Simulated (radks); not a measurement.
Species: N2+. Configuration: [He] 2s2 6d1 (not the ground configuration).

Method: scalar-relativistic Kohn-Sham, r2SCAN, spin-unpolarised, spherical densities, finite nucleus; meta-GGA in the generalised Kohn-Sham scheme; Fermi nuclear charge, rms radius 2.5582 fm; computed with a radial shooting solver on a logarithmic mesh with Libxc functionals.

Energy parts (hartree):
| part | energy |
|---|---|
| total | -51.32301 |
| kinetic | 51.29300 |
| electron-nucleus | -112.19786 |
| Hartree | 14.82691 |
| exchange-correlation | -5.24506 |

Orbitals (lengths in bohr, moments of r in powers of bohr; r(max) is where P^2 peaks):
orbital  occ.  eigenvalue (hartree)    <r^4>  r(max)
1s          2             -16.65148  0.01293  0.1482
2s          2              -2.43281    3.588  0.9267
6d          1              -0.11151   121600   18.31

The highest occupied level is 6d at -3.034 eV. The electron density at the nucleus is 216.5 e/bohr^3 (large components only). Summed over all electrons, <r^2> = 306.4 bohr^2, which gives a Langevin (diamagnetic) susceptibility term of -243 x 10^-6 cm^3/mol. The density falls to 0.001 e/bohr^3 at r = 2.45 bohr.
